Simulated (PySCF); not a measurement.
Molfile (atoms numbered from 1):
```
C4H5F3O2
     RDKit          3D

 14 13  0  0  0  0  0  0  0  0999 V2000
   -1.9757   -0.5491    0.6422 C   0  0  0  0  0  0  0  0  0  0  0  0
   -1.2321    0.6916    0.2085 C   0  0  0  0  0  0  0  0  0  0  0  0
    0.1484    0.6389    0.5992 O   0  0  0  0  0  0  0  0  0  0  0  0
    0.9632   -0.0476   -0.1791 C   0  0  0  0  0  0  0  0  0  0  0  0
    0.6843   -0.6254   -1.1886 O   0  0  0  0  0  0  0  0  0  0  0  0
    2.3903    0.0005    0.3967 C   0  0  0  0  0  0  0  0  0  0  0  0
    3.2010   -0.7415   -0.3347 F   0  0  0  0  0  0  0  0  0  0  0  0
    2.8429    1.2516    0.4028 F   0  0  0  0  0  0  0  0  0  0  0  0
    2.4034   -0.4553    1.6465 F   0  0  0  0  0  0  0  0  0  0  0  0
   -3.0440   -0.4440    0.4017 H   0  0  0  0  0  0  0  0  0  0  0  0
   -1.8800   -0.7053    1.7266 H   0  0  0  0  0  0  0  0  0  0  0  0
   -1.5948   -1.4371    0.1182 H   0  0  0  0  0  0  0  0  0  0  0  0
   -1.2818    0.8269   -0.8821 H   0  0  0  0  0  0  0  0  0  0  0  0
   -1.6210    1.5927    0.7005 H   0  0  0  0  0  0  0  0  0  0  0  0
  1  2  1  0
  2  3  1  0
  3  4  1  0
  4  5  2  0
  4  6  1  0
  6  7  1  0
  6  8  1  0
  6  9  1  0
  1 10  1  0
  1 11  1  0
  1 12  1  0
  2 13  1  0
  2 14  1  0
M  END
```

Geometry: PBE0-D3(BJ)/def2-SVP; GIAO shifts from PySCF 2.14, gas phase, non-relativistic, averaged over equivalent atoms.

At PBE0/pcSseg-1 (178 basis functions, 29 s wall time on 1 thread of an x86-64 server CPU, shared host):
```json
{"atoms": "C4", "δ (ppm)": "163.6"}
{"atoms": "C6", "δ (ppm)": "119.4"}
{"atoms": "C2", "δ (ppm)": "63.4"}
{"atoms": "C1", "δ (ppm)": "14.9"}
{"atoms": "O5", "δ (ppm)": "431.4"}
{"atoms": "O3", "δ (ppm)": "212.2"}
{"atoms": "F7/F8/F9", "δ (ppm)": "-88.6"}
{"atoms": "H13/H14", "δ (ppm)": "4.24"}
{"atoms": "H10/H11/H12", "δ (ppm)": "1.33"}
```

Referencing at the same level of theory: $^{13}$C (σref 184.41), $^{1}$H (σref 31.27) against TMS; H2O for $^{17}$O (σref 334.56); $^{19}$F (σref 177.25) against CFCl3.

Task: Predict the values at wB97X-D/pcSseg-1 on the same geometry.

Result: 
```csv
atoms,δ at wB97X-D/pcSseg-1,change
C4,164.6,+1.0
C6,119.5,+0.1
C2,63.5,+0.1
C1,15.3,+0.4
O5,428.3,-3.1
O3,205.2,-7.0
F7/F8/F9,-81.8,+6.8
H13/H14,4.20,-0.04
H10/H11/H12,1.35,+0.02
```

Chemical shifts δ = σref − σ; $^{13}$C (σref 184.54), $^{1}$H (σref 31.38) against TMS; $^{17}$O (σref 333.19) vs H2O; CFCl3 for $^{19}$F (σref 187.16), all at this level.

The largest change is at O3 (ester alkoxy oxygen). Cost: 178 basis functions, 34 s wall time on 1 thread of an x86-64 server CPU, shared host. The order of the carbon signals is the same at both levels.

Unscaled 19F shifts against computed CFCl3 carry errors that often reach 10 to 50 ppm. Unscaled 17O shifts of doubly bonded oxygen tend to come out too high, by tens of ppm or more. Experimental scales use liquid or dissolved standards, which lie at an offset from isolated H2O (liquid H2O: subtract about 36 ppm).
